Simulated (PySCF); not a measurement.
Structure problem from calculated spectra and properties.

Formula: C9H20Si.

- Rotational structure: rotational constants A, B, C: 1.899, 0.715, 0.609 GHz [PBE0-D3(BJ)/def2-SVP]
- 1H NMR: chemical shifts (computed TMS as zero) by class: 4.10 (1 H), 3.97 (1 H), 2.10 (1 H), 1.80 (1 H), 1.33 (1 H), 0.89 (1 H), 0.87 (9 H), 0.81 (1 H), 0.81 (1 H), 0.67 (1 H), 0.53 (1 H), 0.33 (1 H) ppm [GIAO B3LYP/pcSseg-1]
- NMR, other nuclei: isotropic shieldings of nuclei other than C and H, by class: 376 (1 Si) ppm [GIAO B3LYP/pcSseg-1]
- Dipole: 0.77 D [B3LYP/pcSseg-1]
- 13C NMR: chemical shifts (computed TMS as zero) by class: 50.9 (1 C), 35.7 (1 C), 33.7 (1 C), 29.8 (1 C), 28.9 (3 C), 11.0 (1 C), 10.8 (1 C) ppm [GIAO B3LYP/pcSseg-1]

The electronic properties come from PySCF, for the isolated species, density fitting. Levels stand in brackets. The structure is a single PBE0-D3(BJ)/def2-SVP conformer in the gas phase; no vibrational or solvent corrections. Each NMR value is the plain mean over a class of atoms that symmetry, rotation or inversion makes alike.

Q: What is the compound? Reason from the data.

A: Numbering: `[CH3:1][C:2]([CH3:3])([CH3:4])[C@H:5]1[CH2:6][CH2:7][CH2:8][SiH2:9][CH2:10]1`. Its formula, C9H20Si, gives 1 degree of unsaturation: 1 ring and 0 π bonds in the structure found. 9 carbons fall into 7 classes; from least to most shielded: sp3 CH carbon [C5] (50.9 ppm), quaternary sp3 carbon [C2] (35.7 ppm), ring CH2 carbon [C6] (33.7 ppm), ring CH2 carbon [C7] (29.8 ppm), methyl carbon [C1/C3/C4] (28.9 ppm, 3 C, up to 9.2 ppm apart in this geometry), ring sp3 carbon bound to silicon [C8] (11.0 ppm), ring sp3 carbon bound to silicon [C10] (10.8 ppm). Hydrogen classes from least to most shielded: 1 H on an SiH2 silicon, Si9 (4.10 ppm), 1 H on an SiH2 silicon, Si9 (3.97 ppm), 1 H on a ring CH2 carbon, C7 (2.10 ppm), 1 H on a ring CH2 carbon, C6 (1.80 ppm), 1 H on a ring CH2 carbon, C7 (1.33 ppm), 1 H on an sp3 carbon bound to silicon, C10 (0.89 ppm), 9 H on 3 methyl carbons, C1/C3/C4 (0.87 ppm, a mean of values up to 0.9 ppm apart in this geometry), 1 H on an sp3 CH carbon, C5 (0.81 ppm), 1 H on an sp3 carbon bound to silicon, C8 (0.81 ppm), 1 H on a ring CH2 carbon, C6 (0.67 ppm), 1 H on an sp3 carbon bound to silicon, C8 (0.53 ppm), 1 H on an sp3 carbon bound to silicon, C10 (0.33 ppm). The other shieldings belong to: 376 ppm, SiH2 silicon [Si9]. The optimised geometry has point group C1 and is an asymmetric top. Structure: `CC(C)(C)[C@H]1CCC[SiH2]C1`. The assignments are read from this structure; whether some other isomer fits the data as well wasn't checked. The mirror image fits equally.
